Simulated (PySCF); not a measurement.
## [Er(H2O)]3+ at several levels of theory

Computed with PySCF 2.14.0 (density fitting, no spin-orbit coupling) at the geometry relaxed with PBE:

```xyz
4
[Er(H2O)]3+ (singlet in the valence; each metal's 4f electrons, 11 of them, lie in its core potential, out of spins and levels)
Er    0.0000    0.0000   -0.0641
O     0.0000    0.0000    2.0860
H     0.7908    0.0000    2.7255
H    -0.7908    0.0000    2.7255
```

```csv
level,basis,state,HOMO (eV),gap (eV),charge on Er1 (e),population of f-type functions on Er1 (polarisation alone where 4f lies in the core),dipole about the centre of mass (D),largest force component (eV/Å)
PBE,"Er lcecp-1-SVP with ECP57, O def2-SVP, H def2-SVP",singlet,-26.74,4.88,2.48,0.02,3.83,0.00
revPBE,the same,singlet,-26.68,4.85,2.48,0.02,3.78,0.21
BP86,the same,singlet,-26.83,5.07,2.48,0.02,3.79,0.04
wB97X,the same,singlet,-30.77,12.74,2.56,0.02,3.19,0.72
PBE,"Er lcecp-1-TZVP with ECP57, O def2-TZVP, H def2-TZVP",singlet,-26.73,4.84,2.58,0.02,3.85,0.26
```

In the lcecp rows the 4f levels are missing from HOMO and gap, and the state counts the valence alone.

Charges are Mulliken's, which hang on the basis. The relaxation used the grid (50, 194), these runs (75, 302) or, all-electron (x2c bases, spin-free X2C Hamiltonian), (99, 590).

Question: What does r2SCAN with Er lcecp-1-SVP with ECP57, O def2-SVP, H def2-SVP give here?

Answer: state singlet, HOMO (eV) -26.96, gap (eV) 5.92, charge on Er1 (e) 2.54, population of f-type functions on Er1 (polarisation alone where 4f lies in the core) 0.02, dipole about the centre of mass (D) 3.50, largest force component (eV/Å) 0.44. Time: 2 s on 2 threads of Arm Neoverse V1, on a shared host, from an already converged density.

In the first row's basis the gap widens with exact exchange: 4.9 to 5.9 eV for revPBE, PBE, BP86, r2SCAN (none); 12.7 eV for wB97X (rising or full at long range).

An lcecp potential fixes the number of 4f electrons, so in runs with it no electron can move into or out of that shell.
